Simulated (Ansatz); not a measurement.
The inner images of a band of BCl2H2N + H2O (9 atoms, charge 0, multiplicity 1) are given out of order.

The calculation used Ansatz 0.2.0, RKS PBE-D4/def2-SVP.

First end point:

```xyz
9
Properties=species:S:1:pos:R:3
B 0.068 -0.301 0.265
N 0.073 -0.343 1.671
H -0.745 -0.623 2.211
H 0.937 -0.259 2.208
Cl 1.561 -0.045 -0.639
Cl -1.463 -0.599 -0.597
O -0.684 2.507 0.625
H -1.448 2.142 0.140
H -0.559 1.837 1.325
```

Last end point:

```xyz
9
Properties=species:S:1:pos:R:3
B -0.317 0.529 0.237
N 0.014 0.137 1.786
H -0.864 0.000 2.309
H 0.560 -0.735 1.814
Cl 1.369 0.609 -0.576
Cl -1.303 -0.933 -0.396
O -1.012 1.745 0.342
H -1.268 2.073 -0.536
H 0.563 0.890 2.229
```

Put them in order from the first end to the last, with their energies above the first end.
A.
```xyz
9
Properties=species:S:1:pos:R:3
B -0.154 0.447 0.155
N -0.068 0.117 1.781
H -0.761 -0.568 2.115
H 0.872 -0.117 2.129
Cl 1.499 0.033 -0.555
Cl -1.554 -0.572 -0.522
O -0.432 1.850 0.210
H -1.326 2.033 -0.121
H -0.335 1.095 2.017
```
B.
```xyz
9
Properties=species:S:1:pos:R:3
B -0.093 0.272 0.246
N -0.060 0.055 1.783
H -0.740 -0.626 2.138
H 0.868 -0.148 2.172
Cl 1.502 0.062 -0.593
Cl -1.545 -0.532 -0.551
O -0.425 1.833 0.425
H -1.329 2.003 0.087
H -0.435 1.398 1.501
```
C.
```xyz
9
Properties=species:S:1:pos:R:3
B -0.313 0.516 0.234
N -0.001 0.136 1.797
H -0.822 -0.333 2.208
H 0.816 -0.488 1.852
Cl 1.357 0.401 -0.613
Cl -1.462 -0.842 -0.358
O -0.875 1.802 0.323
H -1.156 2.120 -0.551
H 0.198 1.005 2.317
```
D.
```xyz
9
Properties=species:S:1:pos:R:3
B -0.018 0.019 0.320
N 0.023 -0.205 1.736
H -0.728 -0.732 2.181
H 0.924 -0.297 2.207
Cl 1.512 0.108 -0.602
Cl -1.527 -0.518 -0.540
O -0.482 2.062 0.423
H -1.405 2.026 0.101
H -0.557 1.855 1.382
```
E.
```xyz
9
Properties=species:S:1:pos:R:3
B -0.267 0.506 0.222
N -0.034 0.133 1.807
H -0.696 -0.602 2.094
H 0.934 -0.178 1.974
Cl 1.392 0.169 -0.588
Cl -1.572 -0.689 -0.392
O -0.673 1.854 0.285
H -1.119 2.128 -0.532
H -0.223 0.996 2.339
```

D (+0.088 eV), B (+0.221 eV), A (-0.640 eV), E (-0.856 eV), C (-0.882 eV).

Run time: 2.4 min on 2 threads of Arm Neoverse V1, with other jobs on the host, peak memory 0.14 GiB.
